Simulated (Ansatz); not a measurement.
`[SiH3]CCCCl`. The species carries charge 0 and has multiplicity 1.

```json
{"atom": "Si1", "x (Å)": "-1.7012", "y (Å)": "-1.3131", "z (Å)": "0.3773"}
{"atom": "C2", "x (Å)": "-0.2592", "y (Å)": "-0.1437", "z (Å)": "0.6474"}
{"atom": "C3", "x (Å)": "0.4839", "y (Å)": "0.2138", "z (Å)": "-0.6330"}
{"atom": "C4", "x (Å)": "1.6478", "y (Å)": "1.1585", "z (Å)": "-0.4280"}
{"atom": "Cl5", "x (Å)": "1.1174", "y (Å)": "2.7604", "z (Å)": "0.1622"}
{"atom": "H6", "x (Å)": "-1.2271", "y (Å)": "-2.5899", "z (Å)": "-0.2257"}
{"atom": "H7", "x (Å)": "-2.3766", "y (Å)": "-1.6197", "z (Å)": "1.6663"}
{"atom": "H8", "x (Å)": "-2.6930", "y (Å)": "-0.7041", "z (Å)": "-0.5508"}
{"atom": "H9", "x (Å)": "-0.6385", "y (Å)": "0.7665", "z (Å)": "1.1232"}
{"atom": "H10", "x (Å)": "0.4283", "y (Å)": "-0.6029", "z (Å)": "1.3675"}
{"atom": "H11", "x (Å)": "-0.2027", "y (Å)": "0.6536", "z (Å)": "-1.3633"}
{"atom": "H12", "x (Å)": "0.8901", "y (Å)": "-0.6934", "z (Å)": "-1.0975"}
{"atom": "H13", "x (Å)": "2.3483", "y (Å)": "0.7743", "z (Å)": "0.3143"}
{"atom": "H14", "x (Å)": "2.1823", "y (Å)": "1.3395", "z (Å)": "-1.3599"}
```

List the harmonic frequencies (cm⁻¹, unscaled) at PBE0-D4/def2-TZVP in Ansatz. (Estimate.)

Ansatz gave: 62, 109, 153, 180, 257, 422, 515, 596, 681, 745, 771, 873, 928, 941, 947, 950, 1025, 1079, 1140, 1181, 1253, 1294, 1339, 1379, 1447, 1468, 1476, 2213, 2218, 2226, 3033, 3044, 3075, 3092, 3101, 3150.

Is this a minimum?

Yes, all 36 modes are real.

Give the ideal-gas thermochemistry at 298.15 K and 1 bar (rigid rotor, harmonic oscillator; point group C1, symmetry number 1).

Zero-point energy 289.3 kJ/mol; H(298) − E = 311.3 kJ/mol; entropy 360.1 J/(mol·K), of which translation 167.3, rotation 116.9, vibration 75.9; G(298) − E = 203.9 kJ/mol. Modes under 100 cm⁻¹ are hindered rotations or soft bends, so the harmonic entropy is rough.

And at 400, 500, 600, 800 and 1000 K?


| T (K) | H − E (kJ/mol) | S (J/mol/K) | G − E (kJ/mol) |
| --- | --- | --- | --- |
| 400 | 324.6 | 398.4 | 165.3 |
| 500 | 340.5 | 433.8 | 123.6 |
| 600 | 358.8 | 467.1 | 78.6 |
| 800 | 400.9 | 527.4 | -21.0 |
| 1000 | 448.6 | 580.5 | -131.9 |
